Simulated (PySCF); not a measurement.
Two-component Hartree-Fock for Al⁺ (aluminium, charge +1)

Start: [Ne] 3s1 3p1; 3s1/2 filled at m_j = +1/2; 3p3/2 filled at m_j = +3/2. Calculated with PySCF 2.14 in x2c-TZVPall-2c: generalised Hartree-Fock with the X2C-1e Hamiltonian and a Gaussian nucleus; one run each with spin-orbit coupling (SO) switched off, then screened by Boettger's factors. This is a chosen level, not necessarily the ground level.

```
spinor shell  electrons  ε, spin-free (eV)  ε, screened SO (eV)  weight of nominal j (screened SO)  rms radius, screened SO (bohr)
       1s1/2          2            -1604.8              -1604.8                              1.000                           0.139
       2s1/2          2            -143.60              -143.61                              1.000                           0.676
       2p3/2          4            -97.176              -97.031                              0.935                           0.673
       2p1/2          2            -97.176              -97.484                              0.869                           0.673
       3s1/2          1            -20.674              -20.676                              0.999                            2.54
       3p3/2          1            -14.052              -14.043                              1.000                            3.06
```

```json
{"quantity": "E (hartree)", "spin-free": "-241.97111", "screened SO": "-241.97096"}
{"quantity": "M_J", "spin-free": "2", "screened SO": "2"}
{"quantity": "⟨J²⟩", "spin-free": "6.007", "screened SO": "6.007"}
{"quantity": "⟨L²⟩", "spin-free": "2.007", "screened SO": "2.007"}
{"quantity": "⟨S²⟩", "spin-free": "2.000", "screened SO": "2.000"}
```

Each row is a mean over spinors that exchange with the open shell spreads, by up to 0.963 eV (2p3/2).

Rows whose weight is well below 1 are mixtures of j = l ± 1/2: exchange outweighs spin-orbit coupling there, and the label is only the starting occupation.

Without spin-orbit coupling the j labels of p, d and f shells carry no meaning; the spin-free column gives the mean over the occupied spinors of each nl shell.
